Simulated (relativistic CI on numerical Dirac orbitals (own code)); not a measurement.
## One change at a time: Pd IX

Base calculation: Dirac-Coulomb-Breit CI, separate exchange-only KLI orbitals for each configuration, QED by a radiative potential, unscaled Slater integrals.

CI space (outside the closed core [Ar] 3d10): 4s2 4p6 4d2, 4s2 4p6 4d 4f, 4s2 4p5 4d3, 4s2 4p6 4d 5s, 4s2 4p6 4d 5p, 4s 4p6 4d3, 4s2 4p6 5s 5p, 4s2 4p5 4d2 4f, 4s2 4p6 4f 5s, 4s2 4p6 4d 5d, 4s2 4p6 4d 6s, 4s2 4p6 4d 6p, 4s2 4p6 4d 5f, 4s 4p6 4d2 4f, 4s2 4p5 4d2 5s, 4s2 4p6 4d 5g, 4s2 4p6 4d 6d, 4s2 4p6 4d 7s, 4s2 4p6 4d 7p, 4s2 4p5 4d2 5p, 4s2 4p6 4d 6f, 4s2 4p6 4f2, 4s2 4p5 4f3, 4s2 4p6 5s2, 4s2 4p5 4f 5s2, 4s2 4p6 5p2, 4s2 4p5 4f 5p2, 4s2 4p6 4f 5p, 4s2 4p5 4f2 5p, 4p6 4d4, 4p5 4d5, 4p5 4d4 4f, 4s 4p6 4d 5s2, 4s 4p6 4f 5s2, 4s 4p6 5s2 5p, 4s 4p5 4d 4f 5s2. Double excitations out of closed p, d and f shells are left out; levels of such configurations are missing from the list, as are those of other unlisted configurations, and high levels can miss mixing partners. These lack a partner that the ground configuration has and come out too high: 4s 4p6 4d2 4f, 4s2 4p5 4d2 5s, 4s2 4p5 4d2 5p.

The lowest level and the first level of each name with at least 55 % of one term (blank where a level has no safe partner in the second run):

```
              Level  Base (cm⁻¹)  Shift (cm⁻¹)
   4s2 4p6 4d2 3F_2            0             0
   4s2 4p6 4d2 3F_3         4365          +194
   4s2 4p6 4d2 3F_4         8936          +376
   4s2 4p6 4d2 3P_0        18471           +75
   4s2 4p6 4d2 1D_2        18650          +163
   4s2 4p6 4d2 3P_1        20420          +170
   4s2 4p6 4d2 3P_2        25769          +413
   4s2 4p6 4d2 1G_4        28632          +300
   4s2 4p6 4d2 1S_0        68682          +268
 4s2 4p6 4d 5s 3D_1       321388          -186
 4s2 4p6 4d 5s 3D_2       322811          -152
 4s2 4p6 4d 5s 3D_3       327748           +70
 4s2 4p6 4d 5s 1D_2       332792           +50
  4s2 4p5 4d3 5S°_2       408067          +978
  4s2 4p5 4d3 5D°_3       409092          +860
  4s2 4p5 4d3 5D°_2       409112          +797
  4s2 4p5 4d3 5D°_1       410196          +784
  4s2 4p5 4d3 5D°_0       411569          +814
  4s2 4p5 4d3 5F°_5       417789         +1053
4s2 4p6 4d 5p 3D°_1       418912          -288
  4s2 4p5 4d3 5F°_1       421649          +864
4s2 4p6 4d 5p 3D°_2       423391           -52
```

At this charge configurations can still be misplaced by up to about 7 % of their energy. Terms inside the open d or f shell come out 10 to 20 % too wide with unscaled integrals.

Task: One thing was changed in a second run, which moved the levels as shown. Which?
A. configuration mixing switched off
B. Breit term removed
C. QED terms removed

Result: B. Breit term removed. The Breit term mainly narrows fine-structure intervals, so removing it widens them.

LS names give the leading component of a level, which can be under half, so a name can repeat, a term be missing and a line seem to break the LS rules.
